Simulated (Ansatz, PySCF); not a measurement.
Reaction (SMILES): C[Si](C)(C)N → [CH2][Si](C)(C)N + H atom (the C-H bond at the site shown breaks; other sites are not compared here)
Structures are relaxed separately at B3LYP-D3(BJ)/def2-TZVP in Ansatz (an electronic-structure program), one conformer each, not searched for the lowest. Frequencies are from Ansatz or PySCF.

Property: bond dissociation energy (enthalpy at 298 K, with B3LYP-D3(BJ) rigid-rotor harmonic-oscillator terms), in eV. Cores are frozen in the correlated levels unless marked. Open shells are spin-unrestricted. No spin-orbit coupling. Non-relativistic. Basis-set limits of correlation are two-point, X^-3; Hartree-Fock from the larger set. [CCSD(T)-MP2]/basis is that difference in the basis named.

```
level                                                                 program  bond dissociation energy (eV)  minus last row
-------------------------------------------------------------  --------------  -----------------------------  --------------
HF/cc-pV(T+d)Z                                                         Ansatz                           3.22           -1.17
BLYP-D4/def2-TZVPD                                             Ansatz + dftd4                           4.23           -0.16
PBE0/def2-SVP                                                          Ansatz                           4.25           -0.14
PBE0-D4/def2-TZVP                                              Ansatz + dftd4                           4.24           -0.15
PBE0/def2-QZVPP                                                        Ansatz                           4.23           -0.16
BHLYP/def2-TZVPD                                                       Ansatz                           4.22           -0.17
HSE06/def2-TZVPD                                                       Ansatz                           4.23           -0.16
LC-wPBE-D3(BJ)/def2-TZVPD                                      Ansatz + dftd3                           4.24           -0.15
LC-wPBE-D4/def2-TZVPD                                          Ansatz + dftd4                           4.25           -0.14
PBE-QIDH/def2-TZVPD                                                    Ansatz                           4.27           -0.12
SCS-MP2/STO-3G                                                         Ansatz                           5.07            0.68
SCS-MP2/6-31G*                                                         Ansatz                           4.03           -0.36
CCSD/cc-pV(D+d)Z                                                       Ansatz                           4.15           -0.24
CCSD/cc-pV(Q+d)Z                                                       Ansatz                           4.32           -0.07
CCSD(T)/STO-3G                                                         Ansatz                           5.06            0.67
CCSD(T)/cc-pV(D+d)Z                                                    Ansatz                           4.18           -0.21
CCSD(T)/cc-pVTZ                                                        Ansatz                           4.34           -0.05
CCSD(T) with core electrons (1s frozen past Ne)/cc-pwCVTZ              Ansatz                           4.35           -0.04
RI-MP2/CBS(cc-pV(T+d)Z,cc-pV(Q+d)Z)+[CCSD(T)-MP2]/cc-pV(D+d)Z          Ansatz                           4.43            0.04
RI-MP2/CBS(cc-pV(T+d)Z,cc-pV(Q+d)Z)+[CCSD(T)-MP2]/cc-pV(T+d)Z          Ansatz                           4.41            0.02
CCSD(T)/CBS(cc-pV(T+d)Z,cc-pV(Q+d)Z)                                   Ansatz                           4.39            0.00
```
